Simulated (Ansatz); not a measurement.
Nudged elastic band run: C$_{2}$H$_{4}$IN

input.yaml

```yaml
crystal:
  periodic: [false, false, false]
  atoms:
    - { symbol: C, position_ang: [-0.286454, 1.169075, -0.12812] }
    - { symbol: C, position_ang: [-0.16866, -0.149535, -0.236874] }
    - { symbol: "N", position_ang: [0.79861, -0.948032, 0.326965] }
    - { symbol: I, position_ang: [-1.492102, -1.227944, -1.492181] }
    - { symbol: H, position_ang: [-1.019612, 1.729602, -0.689646] }
    - { symbol: H, position_ang: [0.382261, 1.71557, 0.532188] }
    - { symbol: H, position_ang: [0.504434, -1.863815, 0.620726] }
    - { symbol: H, position_ang: [1.373722, -0.48212, 1.011143] }
basis:
  gaussian: { orbitals: def2-SVP }
hamiltonian:
  xc: { name: BHLYP }
neb:
  order_check: false
  images: 5
  f_tol: 0.05
  max_iterations: 47
  initial_path: idpp
  final_atoms:
    - { symbol: C, position_ang: [-0.25285511, 1.17233125, -0.16702385] }
    - { symbol: C, position_ang: [-0.22924228, -0.15590382, -0.16714155] }
    - { symbol: "N", position_ang: [0.53775545, -0.97454566, 0.62784941] }
    - { symbol: I, position_ang: [-1.56712828, -1.23482228, -1.40748916] }
    - { symbol: H, position_ang: [-0.96273206, 1.73542356, -0.75531208] }
    - { symbol: H, position_ang: [0.44887897, 1.72203636, 0.45511363] }
    - { symbol: H, position_ang: [0.86453808, -1.82751181, 0.20714485] }
    - { symbol: H, position_ang: [1.25298424, -0.4942066, 1.15105975] }
```

Run as:

```bash
$ ansatz run input.yaml --threads 1 --pin off --max-ram 2048MiB --backend cpu --events-out ev --progress --plain --runs-dir out
```

Output, in part (warnings, iteration lines, the closing report on the highest movable image, with atoms numbered from 0):

```
NEB end point (image 0): max|allowed force component| = 1.280e-2 eV/Å (the criterion of neb.relax_end_points is 1.000e-2)
NEB end point (image 6): max|allowed force component| = 1.171e-2 eV/Å (the criterion of neb.relax_end_points is 1.000e-2)
NEB iter   1: max|band force component| = 7.178e-1 eV/Å  barrier→ = 0.0552 eV  barrier← = 0.0552 eV  Δτ_max = 0.0268 Å  (189 SCF iters)
NEB iter   2: max|band force component| = 1.959e-1 eV/Å  barrier→ = 0.0411 eV  barrier← = 0.0411 eV  CI = image 3  Δτ_max = 0.0289 Å  (173 SCF iters)
NEB iter   3: max|band force component| = 1.066e-1 eV/Å  barrier→ = 0.0394 eV  barrier← = 0.0394 eV  CI = image 3  Δτ_max = 0.0227 Å  (175 SCF iters)
NEB iter   4: max|band force component| = 7.986e-2 eV/Å  barrier→ = 0.0391 eV  barrier← = 0.0391 eV  CI = image 3  Δτ_max = 0.0105 Å  (165 SCF iters)
NEB iter   5: max|band force component| = 3.879e-2 eV/Å  barrier→ = 0.0391 eV  barrier← = 0.0391 eV  CI = image 3  Δτ_max = 0.0000 Å  (278 SCF iters)
Total energy: -11722.80594200 eV, -430.8051723653 hartree
Atom 0 at    -0.218321     1.193875    -0.227926 Å, force    -0.002637    -0.004928     0.016535 eV/Å
Atom 1 at    -0.198159    -0.135893    -0.189018 Å, force    -0.008112    -0.006124    -0.015475 eV/Å
Atom 2 at     0.626423    -0.932345     0.545951 Å, force     0.008592     0.008689     0.008256 eV/Å
Atom 3 at    -1.565431    -1.240656    -1.372102 Å, force     0.000028     0.002976     0.002275 eV/Å
Atom 4 at    -0.917720     1.738152    -0.844678 Å, force     0.004477     0.000570    -0.004618 eV/Å
Atom 5 at     0.482912     1.759890     0.379724 Å, force     0.000431     0.000467    -0.003649 eV/Å
Atom 6 at     0.568739    -1.928974     0.509187 Å, force    -0.000042     0.000915    -0.001126 eV/Å
Atom 7 at     1.313757    -0.511248     1.143062 Å, force    -0.002738    -0.002564    -0.002197 eV/Å
Dipole moment:     0.300293    -0.152821     0.266570 e Å
```

The forces met the threshold. A vibrational analysis at the climbing image gives one clearly imaginary mode, 414i cm⁻¹: a first-order saddle point.

Final band (atoms are numbered from 1 in the order of the input):

| image | path coordinate (Å) | energy (kJ/mol) | height of N3 over the plane of its neighbours (Å) |
| --- | --- | --- | --- |
| 0 | 0.00 | 0.0 | -0.26 |
| 1 | 0.15 | 0.4 | -0.24 |
| 2 | 0.29 | 2.2 | -0.15 |
| 3 | 0.44 | 3.8 | 0.00 |
| 4 | 0.58 | 2.2 | 0.15 |
| 5 | 0.73 | 0.4 | 0.24 |
| 6 | 0.88 | 0.0 | 0.26 |

Run time: 2.1 min on 1 thread of Intel(R) Xeon(R) Platinum 8488C (Sapphire Rapids) (shared host), peak memory 0.2 GiB.
